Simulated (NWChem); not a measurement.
Everything below was run with NWChem. System: CH7FOSi2, charge 0, spin multiplicity 1, at a geometry optimised with PBE0/def2-SVP. The structure started from a generated list of species. Level: B3LYP/def2-SVP, VWN1-RPA local correlation.

The NWChem input:

```
start mol
memory heap 200 mb stack 800 mb global 1000 mb
geometry units angstroms nocenter noautoz noautosym
  O     -0.827306     1.923333    -0.650864
  Si    -0.982585     0.817875     0.587193
  C     -0.205956    -0.769811    -0.086680
  F     -0.243535    -1.705441     0.957028
  Si     1.588344    -0.615170    -0.704887
  H     -1.120205     2.825621    -0.497696
  H     -0.245975     1.243318     1.816426
  H     -2.411360     0.572387     0.953709
  H     -0.826430    -1.152726    -0.919147
  H      2.435294     0.011233     0.353588
  H      2.114321    -1.979697    -1.006327
  H      1.619727     0.223165    -1.939086
end
basis spherical
  * library def2-svp
end
dft
  xc b3lyp
  semidirect memsize 60000000 filesize 0
  iterations 100
end
task dft energy
```

NWChem printed:

```
             Northwest Computational Chemistry Package (NWChem) 7.3.0
             --------------------------------------------------------

                                NWChem Input Module
                                -------------------

 Scaling coordinates for geometry "geometry" by  1.889725989
 (inverse scale =  0.529177249)

                             Geometry "geometry" -> ""
                             -------------------------

 Output coordinates in angstroms (scale by  1.889725989 to convert to a.u.)

  No.       Tag          Charge          X              Y              Z
 ---- ---------------- ---------- -------------- -------------- --------------
    1 O                    8.0000    -0.82730600     1.92333300    -0.65086400
    2 Si                  14.0000    -0.98258500     0.81787500     0.58719300
    3 C                    6.0000    -0.20595600    -0.76981100    -0.08668000
    4 F                    9.0000    -0.24353500    -1.70544100     0.95702800
    5 Si                  14.0000     1.58834400    -0.61517000    -0.70488700
    6 H                    1.0000    -1.12020500     2.82562100    -0.49769600
    7 H                    1.0000    -0.24597500     1.24331800     1.81642600
    8 H                    1.0000    -2.41136000     0.57238700     0.95370900
    9 H                    1.0000    -0.82643000    -1.15272600    -0.91914700
   10 H                    1.0000     2.43529400     0.01123300     0.35358800
   11 H                    1.0000     2.11432100    -1.97969700    -1.00632700
   12 H                    1.0000     1.61972700     0.22316500    -1.93908600

 Effective nuclear repulsion energy (a.u.)     300.8942906692

            Nuclear Dipole moment (a.u.)
            ----------------------------
        X                 Y               Z
 ---------------- ---------------- ----------------
    -0.0000018897    -0.0000000000     0.0000207870


 Summary of "ao basis" -> "" (spherical)
 ------------------------------------------------------------------------------
       Tag                 Description            Shells   Functions and Types
 ---------------- ------------------------------  ------  ---------------------
 *                          def2-svp                  on all atoms

                                 NWChem DFT Module
                                 -----------------

 Summary of "ao basis" -> "ao basis" (spherical)
 ------------------------------------------------------------------------------
       Tag                 Description            Shells   Functions and Types
 ---------------- ------------------------------  ------  ---------------------
 O                          def2-svp                 6       14   3s2p1d
 Si                         def2-svp                 8       18   4s3p1d
 C                          def2-svp                 6       14   3s2p1d
 F                          def2-svp                 6       14   3s2p1d
 H                          def2-svp                 3        5   2s1p

 Summary of "ao basis" -> "ao basis" (spherical)
 ------------------------------------------------------------------------------
       Tag                 Description            Shells   Functions and Types
 ---------------- ------------------------------  ------  ---------------------
 O                          def2-svp                 6       14   3s2p1d
 Si                         def2-svp                 8       18   4s3p1d
 C                          def2-svp                 6       14   3s2p1d
 F                          def2-svp                 6       14   3s2p1d
 H                          def2-svp                 3        5   2s1p

            General Information
            -------------------
          SCF calculation type: DFT
          Wavefunction type:  closed shell.
          No. of atoms     :    12
          No. of electrons :    58
           Alpha electrons :    29
            Beta electrons :    29
          Charge           :     0
          Spin multiplicity:     1
          Use of symmetry is: off; symmetry adaption is: off
          Maximum number of iterations: 100
          AO basis - number of functions:   113
                     number of shells:    55
          Convergence on energy requested:  1.00D-06
          Convergence on density requested:  1.00D-05
          Convergence on gradient requested:  5.00D-04

              XC Information
              --------------
                         B3LYP Method XC Potential
                     Hartree-Fock (Exact) Exchange  0.200
                        Slater Exchange Functional  0.800 local
                    Becke 1988 Exchange Functional  0.720 non-local
              Lee-Yang-Parr Correlation Functional  0.810
                  VWN I RPA Correlation Functional  0.190 local

             Grid Information
             ----------------
          Grid used for XC integration:  medium
          Radial quadrature: Mura-Knowles
          Angular quadrature: Lebedev.
          Tag              B.-S. Rad. Rad. Pts. Rad. Cut. Ang. Pts.
          ---              ---------- --------- --------- ---------
          O                   0.60       49          12.0       434
          Si                  1.10       88          11.0       590
          C                   0.70       49          10.0       434
          F                   0.50       49          12.0       434
          H                   0.35       45          13.0       434
          Grid pruning is: on
          Number of quadrature shells:   638
          Spatial weights used:  Erf1

          Convergence Information
          -----------------------
          Convergence aids based upon iterative change in
          total energy or number of iterations.
          Levelshifting, if invoked, occurs when the
          HOMO/LUMO gap drops below (HL_TOL):  1.00D-02
          DIIS, if invoked, will attempt to extrapolate
          using up to (NFOCK): 10 stored Fock matrices.

                    Damping( 0%)  Levelshifting(0.5)       DIIS
                  --------------- ------------------- ---------------
          dE  on:    start            ASAP                start
          dE off:    2 iters        100 iters           100 iters

      Screening Tolerance Information
      -------------------------------
          Density screening/tol_rho:  1.00D-10
          AO Gaussian exp screening on grid/accAOfunc:  14
          CD Gaussian exp screening on grid/accCDfunc:  20
          XC Gaussian exp screening on grid/accXCfunc:  20
          Schwarz screening/accCoul:  1.00D-08

      Superposition of Atomic Density Guess
      -------------------------------------

 Sum of atomic energies:        -792.58051749

      Non-variational initial energy
      ------------------------------

 Total energy =    -794.283710
 1-e energy   =   -1696.231875
 2-e energy   =     601.053875
 HOMO         =      -0.312941
 LUMO         =       0.019421

------------------------------------------------------------
EAF file 0: "./mol.aoints.0" size=524288 bytes
------------------------------------------------------------
               write      read    awrite     aread      wait
               -----      ----    ------     -----      ----
     calls:        1         0         0         0         0
   data(b): 5.24e+05  0.00e+00  0.00e+00  0.00e+00
   time(s): 0.00e+00  0.00e+00  0.00e+00  0.00e+00  0.00e+00
rate(mb/s): 0.00e+00  0.00e+00
------------------------------------------------------------

   convergence    iter        energy       DeltaE   RMS-Dens  Diis-err    time
 ---------------- ----- ----------------- --------- --------- ---------  ------
 d= 0,ls=0.0,diis     1   -795.9834170679 -1.10D+03  1.34D-02  7.79D-01     2.9
 d= 0,ls=0.0,diis     2   -795.9453888728  3.80D-02  6.61D-03  1.35D+00     3.8
 d= 0,ls=0.0,diis     3   -796.0714628545 -1.26D-01  1.15D-03  3.65D-02     4.7
 d= 0,ls=0.0,diis     4   -796.0747538186 -3.29D-03  2.88D-04  9.74D-04     5.6
 d= 0,ls=0.0,diis     5   -796.0748366947 -8.29D-05  9.66D-05  3.11D-04     6.5
  Resetting Diis
 d= 0,ls=0.0,diis     6   -796.0748669343 -3.02D-05  2.26D-05  1.11D-05     7.3
 d= 0,ls=0.0,diis     7   -796.0748679386 -1.00D-06  1.21D-05  6.52D-07     8.2
 d= 0,ls=0.0,diis     8   -796.0748679163  2.23D-08  6.38D-06  8.82D-07     9.1

         Total DFT energy =     -796.074867916301
      One electron energy =    -1700.120360463144
           Coulomb energy =      672.165101045563
    Exchange-Corr. energy =      -69.013899167884
 Nuclear repulsion energy =      300.894290669164

 Numeric. integr. density =       58.000030405923

     Total iterative time =      8.7s

                       DFT Final Molecular Orbital Analysis
                       ------------------------------------

 Vector   27  Occ=2.000000D+00  E=-3.199200D-01
              MO Center=  6.8D-02, -5.0D-01,  3.6D-02, r^2= 3.9D+00
   Bfn.  Coefficient  Atom+Function         Bfn.  Coefficient  Atom+Function
  ----- ------------  ---------------      ----- ------------  ---------------
    50      0.271284   4 F  px               94     -0.246663   9 H  s
     4     -0.232616   1 O  px               51      0.214977   4 F  py
    36      0.207345   3 C  px               53     -0.199786   4 F  px
    37      0.196003   3 C  py               35      0.195022   3 C  s
    99     -0.178079  10 H  s                 7     -0.174795   1 O  px

 Vector   28  Occ=2.000000D+00  E=-3.099365D-01
              MO Center= -8.2D-01,  1.1D+00,  3.9D-01, r^2= 3.3D+00
   Bfn.  Coefficient  Atom+Function         Bfn.  Coefficient  Atom+Function
  ----- ------------  ---------------      ----- ------------  ---------------
     4      0.356451   1 O  px               84     -0.285243   7 H  s
     7      0.272011   1 O  px               85     -0.229627   7 H  s
    90      0.208616   8 H  s                89      0.206174   8 H  s
     6      0.177040   1 O  pz                9      0.135518   1 O  pz
     5      0.127780   1 O  py               37      0.116877   3 C  py

 Vector   29  Occ=2.000000D+00  E=-2.887828D-01
              MO Center= -1.5D-01, -6.3D-01,  1.2D-01, r^2= 3.4D+00
   Bfn.  Coefficient  Atom+Function         Bfn.  Coefficient  Atom+Function
  ----- ------------  ---------------      ----- ------------  ---------------
    36      0.313960   3 C  px               50      0.280537   4 F  px
    53     -0.211048   4 F  px               68     -0.191521   5 Si px
    37     -0.181854   3 C  py               39      0.169637   3 C  px
    51     -0.162246   4 F  py               89      0.162617   8 H  s
    17     -0.155079   2 Si s                38     -0.150190   3 C  pz

 Vector   30  Occ=0.000000D+00  E=-2.571697D-03
              MO Center= -5.8D-01,  7.5D-01,  2.5D-01, r^2= 5.5D+00
   Bfn.  Coefficient  Atom+Function         Bfn.  Coefficient  Atom+Function
  ----- ------------  ---------------      ----- ------------  ---------------
    26      0.678685   2 Si py                3     -0.607684   1 O  s
    80      0.413684   6 H  s                72      0.387580   5 Si py
   105      0.376027  11 H  s                27     -0.324144   2 Si pz
    40      0.263106   3 C  py               35      0.255419   3 C  s
   110     -0.223472  12 H  s                49      0.221862   4 F  s

 Vector   31  Occ=0.000000D+00  E= 3.107224D-02
              MO Center=  8.4D-01, -2.5D-01, -6.0D-01, r^2= 6.1D+00
   Bfn.  Coefficient  Atom+Function         Bfn.  Coefficient  Atom+Function
  ----- ------------  ---------------      ----- ------------  ---------------
    35      1.645222   3 C  s                71      1.090210   5 Si px
    95     -0.621083   9 H  s                27      0.456656   2 Si pz
    26      0.379789   2 Si py               73     -0.351265   5 Si pz
   100     -0.337764  10 H  s                41     -0.334774   3 C  pz
   110     -0.326398  12 H  s               105     -0.298568  11 H  s

 Vector   32  Occ=0.000000D+00  E= 5.093514D-02
              MO Center=  2.9D-01,  3.8D-01, -2.0D-01, r^2= 7.7D+00
   Bfn.  Coefficient  Atom+Function         Bfn.  Coefficient  Atom+Function
  ----- ------------  ---------------      ----- ------------  ---------------
   110      0.847124  12 H  s                73      0.835709   5 Si pz
    72     -0.553733   5 Si py               90     -0.546551   8 H  s
    80      0.537156   6 H  s               100     -0.482755  10 H  s
    25     -0.467885   2 Si px              105     -0.458665  11 H  s
     3     -0.380446   1 O  s                35      0.321651   3 C  s

 center of mass
 --------------
 x =  -0.03102590 y =  -0.05921331 z =   0.03762873

 moments of inertia (a.u.)
 ------------------
         800.112321404585         261.721292554203         174.669245037664
         261.721292554203         675.629825741666          73.356717531991
         174.669245037664          73.356717531991        1061.147047072626

     Multipole analysis of the density
     ---------------------------------

     L   x y z        total         alpha         beta         nuclear
     -   - - -        -----         -----         ----         -------
     0   0 0 0     -0.000000    -29.000000    -29.000000     58.000000

     1   1 0 0     -0.305241     -0.152619     -0.152619     -0.000002
     1   0 1 0      0.777801      0.388901      0.388901     -0.000000
     1   0 0 1     -0.222076     -0.111048     -0.111048      0.000021

     2   2 0 0    -33.993435   -152.585823   -152.585823    271.178211
     2   1 1 0     -2.016607     71.602196     71.602196   -145.221000
     2   1 0 1      0.216294     48.802435     48.802435    -97.388575
     2   0 2 0    -31.415848   -174.878387   -174.878387    318.340926
     2   0 1 1      2.140799     14.441225     14.441225    -26.741650
     2   0 0 2    -36.011037    -78.106037    -78.106037    120.201037

 Task  times  cpu:        9.1s     wall:        9.1s

 Total times  cpu:        9.1s     wall:        9.1s
```
